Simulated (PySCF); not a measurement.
Si(F)(OH)(SiH3)2, H7FOSi3, SMILES O[Si](F)([SiH3])[SiH3] (B3LYP/def2-SVP optimised geometry):

```
12

O      1.771    -1.485     0.000
Si     0.103    -1.485     0.000
F     -0.287    -2.159    -1.434
Si    -0.758    -2.901     1.689
Si    -0.752     0.721     0.000
H      2.245    -1.119     0.755
H     -0.308    -2.400     3.026
H     -0.257    -4.295     1.509
H     -2.251    -2.904     1.668
H     -0.236     1.485    -1.174
H     -2.245     0.714    -0.032
H     -0.312     1.414     1.251
```

Computed with B3LYP/def2-TZVP in PySCF.

**Question.** What are the frontier orbital energies and the dipole moment?

**Answer.** HOMO-2 -9.63 eV, HOMO-1 -9.29 eV, HOMO -7.32 eV, LUMO -0.98 eV, LUMO+1 -0.90 eV; dipole moment 2.46 D.

On the same geometry PBE/def2-TZVP (PySCF) gives HOMO-2 -8.37 eV, HOMO-1 -8.10 eV, HOMO -6.35 eV, LUMO -1.65 eV, LUMO+1 -1.54 eV; dipole moment 2.33 D.

Meta-Löwdin charges at B3LYP/def2-TZVP: O1 -0.75, Si2 0.99, F3 -0.50, Si4 0.18, Si5 0.18, H6 0.36, H7 -0.08, H8 -0.07, H9 -0.08, H10 -0.07, H11 -0.08, H12 -0.08.
